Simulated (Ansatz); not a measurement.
C6H5Cl3Ti, SMILES `[Cl][Ti]([Cl])([Cl])[c]1ccccc1`. Charge 0, multiplicity 1. All single points use the PBE0-D4/def2-TZVP geometry. It is one conformer, not always the lowest.

```xyz
15

Cl    2.119   -3.131   -0.611
Ti    1.130   -2.047    1.004
Cl   -0.526   -3.174    1.858
Cl    2.534   -1.363    2.527
C     0.290   -0.406    0.190
C     0.091    0.742    0.964
C    -0.563    1.840    0.429
C    -1.026    1.802   -0.879
C    -0.836    0.667   -1.656
C    -0.182   -0.433   -1.126
H     0.451    0.786    1.986
H    -0.711    2.728    1.033
H    -1.535    2.663   -1.297
H    -1.197    0.641   -2.678
H    -0.038   -1.313   -1.744
```

What is the dipole moment at r2SCAN/def2-TZVPP? (Best estimate.)

The calculation gave: 3.11 D, with components (-1.35, 2.51, -1.24) D in this frame, pointing from negative to positive charge.

And with PBE, B3LYP, ωB97M-V? (Best estimate.)

The calculation gave: PBE 2.93 D, B3LYP 3.06 D, ωB97M-V 2.95 D.

Give the Mulliken charges with r2SCAN, B3LYP, ωB97M-V in def2-TZVPP. (An estimate is asked.)

Ansatz gave: 
```tsv
atom	r2SCAN	B3LYP	ωB97M-V
Cl1	-0.21	-0.22	-0.17
Ti2	0.75	0.73	0.57
Cl3	-0.21	-0.21	-0.16
Cl4	-0.21	-0.22	-0.17
C5	0.04	0.08	0.09
C6	-0.18	-0.23	-0.21
C7	-0.09	-0.11	-0.12
C8	-0.06	-0.10	-0.09
C9	-0.09	-0.11	-0.12
C10	-0.18	-0.23	-0.21
H11	0.08	0.11	0.10
H12	0.10	0.13	0.12
H13	0.11	0.14	0.13
H14	0.10	0.13	0.12
H15	0.08	0.11	0.10
```

B3LYP here is the variant with VWN-RPA as its local correlation; programs differ in this.
